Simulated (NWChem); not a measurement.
System: InH3S; SMILES [SH][InH2]

NWChem input:

```
start job
memory heap 200 mb stack 900 mb global 1100 mb
geometry units angstroms noautoz
  In    -0.024534    -0.668358     0.000000
  H      1.515629    -1.429878     0.000000
  H     -1.598481    -1.364093     0.000000
  S      0.076789     1.741378     0.000000
  H     -1.264522     1.904879     0.000000
end
basis spherical
  * library def2-svp
end
ecp
  In library def2-ecp
end
dft
  xc m06-l
  grid fine
  iterations 150
  mulliken
end
task dft gradient
```

Output (shortened):

```
             Northwest Computational Chemistry Package (NWChem) 7.3.0
             --------------------------------------------------------

 CS  symmetry detected

                             Geometry "geometry" -> ""
                             -------------------------

 Output coordinates in angstroms (scale by  1.889725989 to convert to a.u.)

  No.       Tag          Charge          X              Y              Z
 ---- ---------------- ---------- -------------- -------------- --------------
    1 In                  49.0000     0.00884539    -0.58336352     0.00000000
    2 H                    1.0000     1.56678026    -1.30783142     0.00000000
    3 H                    1.0000    -1.54801234    -1.31654178     0.00000000
    4 S                   16.0000     0.05250856     1.82810646     0.00000000
    5 H                    1.0000    -1.29232906     1.95948212     0.00000000

 Effective nuclear repulsion energy (a.u.)     222.8010713667

      Symmetry information
      --------------------

 Group name             Cs
 Group number              2
 Group order               2
 No. of unique centers     5

                                 NWChem DFT Module
                                 -----------------

 Summary of "ao basis" -> "ao basis" (spherical)
 ------------------------------------------------------------------------------
       Tag                 Description            Shells   Functions and Types
 ---------------- ------------------------------  ------  ---------------------
 In                         def2-svp                10       26   4s4p2d
 H                          def2-svp                 3        5   2s1p
 S                          def2-svp                 8       18   4s3p1d

      Symmetry analysis of basis
      --------------------------

        a'         43
        a"         16

            General Information
            -------------------
          SCF calculation type: DFT
          Wavefunction type:  closed shell.
          No. of atoms     :     5
          No. of electrons :    40
           Alpha electrons :    20
            Beta electrons :    20
          Charge           :     0
          Spin multiplicity:     1
          Use of symmetry is: on ; symmetry adaption is: on
          Maximum number of iterations: 150
          AO basis - number of functions:    59
                     number of shells:    27
          Convergence on energy requested:  1.00D-06
          Convergence on density requested:  1.00D-05
          Convergence on gradient requested:  5.00D-04

              XC Information
              --------------
                        M06-L Method XC Functional
                         M06-L Exchange Functional  1.000
                       M06-L Correlation Potential  1.000

             Grid Information
             ----------------
          Grid used for XC integration:  fine
          Radial quadrature: Mura-Knowles
          Angular quadrature: Lebedev.
          Tag              B.-S. Rad. Rad. Pts. Rad. Cut. Ang. Pts.
          ---              ---------- --------- --------- ---------
          In                  1.55      141          10.0       974
          H                   0.35       60          11.0       590
          S                   1.00      123          10.0       770
          Grid pruning is: on
          Number of quadrature shells:   444
          Spatial weights used:  Erf1

      Superposition of Atomic Density Guess
      -------------------------------------

 Sum of atomic energies:        -616.89545737

      Non-variational initial energy
      ------------------------------

 Total energy =    -588.287848
 1-e energy   =   -1089.058673
 2-e energy   =     398.684849
 HOMO         =      -0.324816
 LUMO         =      -0.002857

      Symmetry analysis of molecular orbitals - initial
      -------------------------------------------------

  Numbering of irreducible representations:

     1 a'          2 a"

  Orbital symmetries:

     1 a'          2 a'          3 a'          4 a'          5 a"
     6 a'          7 a'          8 a'          9 a"         10 a'
    11 a'         12 a'         13 a"         14 a"         15 a'
    16 a'         17 a'         18 a'         19 a'         20 a"
    21 a"         22 a'         23 a'         24 a'         25 a'
    26 a'         27 a"         28 a'         29 a'         30 a"

     ---------------------------------------------
      Total Density - Mulliken Population Analysis
     ---------------------------------------------

    Atom       Charge   Shell Charges
 -----------   ------   -------------------------------------------------------
    1 In  21    20.20   2.60 -0.60  0.80  0.40  3.23  2.77  0.70  0.28  9.69  0.35
    2 H    1     1.17   0.66  0.50  0.01
    3 H    1     1.17   0.66  0.50  0.01
    4 S   16    16.65   2.00  1.99  1.21  0.64  5.94  1.85  3.00  0.02
    5 H    1     0.80   0.58  0.19  0.03

   convergence    iter        energy       DeltaE   RMS-Dens  Diis-err
 ---------------- ----- ----------------- --------- --------- ---------
 d= 0,ls=0.0,diis     1   -590.1255609986 -6.92D+02  1.99D-02  1.75D-01
 d= 0,ls=0.0,diis     2   -590.0757076042  4.99D-02  1.40D-02  3.70D-01
 d= 0,ls=0.0,diis     3   -590.1444552642 -6.87D-02  4.65D-03  2.99D-02
 d= 0,ls=0.0,diis     4   -590.1510677435 -6.61D-03  1.59D-03  2.28D-03
 d= 0,ls=0.0,diis     5   -590.1515446997 -4.77D-04  7.43D-04  5.42D-04
  Resetting Diis
 d= 0,ls=0.0,diis     6   -590.1516611801 -1.16D-04  1.23D-04  3.50D-05
 d= 0,ls=0.0,diis     7   -590.1516682631 -7.08D-06  4.57D-05  1.59D-06
 d= 0,ls=0.0,diis     8   -590.1516683897 -1.27D-07  2.37D-05  1.70D-06
 d= 0,ls=0.0,diis     9   -590.1516686395 -2.50D-07  3.40D-06  2.31D-08

         Total DFT energy =     -590.151668639454
      One electron energy =    -1090.288745681682
           Coulomb energy =      441.729881802497
    Exchange-Corr. energy =      -43.678780983158
 Nuclear repulsion energy =      102.085976222888

 Numeric. integr. density =       39.999998862413

                  Occupations of the irreducible representations
                  ----------------------------------------------

                     irrep           alpha         beta
                     --------     --------     --------
                     a'               15.0         15.0
                     a"                5.0          5.0

                       DFT Final Molecular Orbital Analysis
                       ------------------------------------

 Vector   18  Occ=2.000000D+00  E=-2.797470D-01  Symmetry=a'
              MO Center=  2.8D-01, -9.8D-01, -3.9D-16, r^2= 3.3D+00
   Bfn.  Coefficient  Atom+Function         Bfn.  Coefficient  Atom+Function
  ----- ------------  ---------------      ----- ------------  ---------------
    27      0.351664  2 H  s                 11      0.327003  1 In px
    32     -0.272524  3 H  s                 28      0.259191  2 H  s
    33     -0.205673  3 H  s                 17      0.150955  1 In d -2
     8     -0.113970  1 In px                 5     -0.106136  1 In px
    48      0.089367  4 S  py                55      0.082670  5 H  s

 Vector   19  Occ=2.000000D+00  E=-2.598832D-01  Symmetry=a'
              MO Center= -1.5D-01,  1.0D+00, -3.1D-16, r^2= 3.7D+00
   Bfn.  Coefficient  Atom+Function         Bfn.  Coefficient  Atom+Function
  ----- ------------  ---------------      ----- ------------  ---------------
    48      0.476045  4 S  py                45      0.360099  4 S  py
    12     -0.265577  1 In py                42      0.207131  4 S  py
    32      0.196921  3 H  s                 33      0.173737  3 H  s
    40      0.140197  4 S  s                 21     -0.130227  1 In d  2
    47      0.130712  4 S  px                39      0.108566  4 S  s

 Vector   20  Occ=2.000000D+00  E=-2.300874D-01  Symmetry=a"
              MO Center=  2.4D-02,  1.6D+00, -6.3D-16, r^2= 1.8D+00
   Bfn.  Coefficient  Atom+Function         Bfn.  Coefficient  Atom+Function
  ----- ------------  ---------------      ----- ------------  ---------------
    49      0.625215  4 S  pz                46      0.427646  4 S  pz
    43      0.246102  4 S  pz                13      0.149900  1 In pz
    16      0.085059  1 In pz                18     -0.073432  1 In d -1
    10     -0.043643  1 In pz                 7     -0.040801  1 In pz
    23      0.037877  1 In d -1

 Vector   21  Occ=0.000000D+00  E=-7.182548D-02  Symmetry=a"
              MO Center=  4.8D-03, -4.8D-01, -1.1D-14, r^2= 4.1D+00
   Bfn.  Coefficient  Atom+Function         Bfn.  Coefficient  Atom+Function
  ----- ------------  ---------------      ----- ------------  ---------------
    13      0.651222  1 In pz                16      0.482621  1 In pz
    49     -0.286066  4 S  pz                10     -0.163994  1 In pz
     7     -0.151857  1 In pz                46     -0.151892  4 S  pz
    43     -0.086268  4 S  pz                51     -0.034841  4 S  d -1
    18      0.030622  1 In d -1

[...]

                         DFT ENERGY GRADIENTS

    atom               coordinates                        gradient
                 x          y          z           x          y          z
   1 In      0.016715  -1.102397   0.000000   -0.000134   0.001774   0.000000
   2 H       2.960785  -2.471443   0.000000   -0.002908   0.001300   0.000000
   3 H      -2.925319  -2.487903   0.000000    0.003000   0.001258   0.000000
   4 S       0.099227   3.454620   0.000000    0.002561  -0.004520   0.000000
   5 H      -2.442148   3.702884   0.000000   -0.002519   0.000188   0.000000
```

Level: M06-L/def2-SVP with def2 effective core potentials on In. Coordinates come from a PBE0/def2-SVP optimisation. def2 effective core potentials on In; no spin-orbit coupling.
